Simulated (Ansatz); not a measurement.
Li₄Al₂, relaxed as a singlet with RKS r2SCAN-D4/def2-TZVP in Ansatz, starting from the GFN1-xTB geometry. Force threshold 0.02 eV/Å.

The structure comes from a short search, and lower isomers may exist.

Start:

```xyz
6

Al   -2.0552    1.2759    2.3271
Al   -0.7120    0.6953   -2.6380
Li    0.3612    0.3886    2.3496
Li    1.4893    0.3232   -1.3513
Li   -0.1388   -1.8085   -1.2601
Li    1.0555   -0.8745    0.5726
```

Question: Estimate the energy that the relaxation releases and the steps that it takes.

Answer: 117.2 kcal/mol, in 23 steps; 20 s on 4 threads of Intel Xeon 6975P-C on a shared host. The force fell under the threshold at step 20, but the optimiser went on and released 0.005 eV more. No frequencies were taken in this run, so the end may be a saddle point.

Question: Does the start keep its bonding?

Answer: Bonds lost: Li3–Li6, Li4–Li5, Li4–Li6 (atoms count from 1). Bonds formed: Al1–Al2, Al1–Li5, Al1–Li6, Al2–Li3, Al2–Li6 (atoms count from 1). Metal–metal contacts that move far: Li5–Li6 2.38 to 3.21 Å.

Question: Predict the relaxed structure.

Answer: 
```xyz
6

Al   -1.7099   -0.0180    0.9441
Al    0.2369    0.6617   -0.4410
Li   -0.0505    1.6081    2.1278
Li    2.0671    0.4523   -2.3785
Li   -1.1559   -1.2623   -1.4635
Li    0.6123   -1.4418    1.2110
```
Bond lengths (bridged metal pairs left out): 7 × Al–Li 2.59 to 2.77 Å; 1 × Al–Al 2.48 Å.
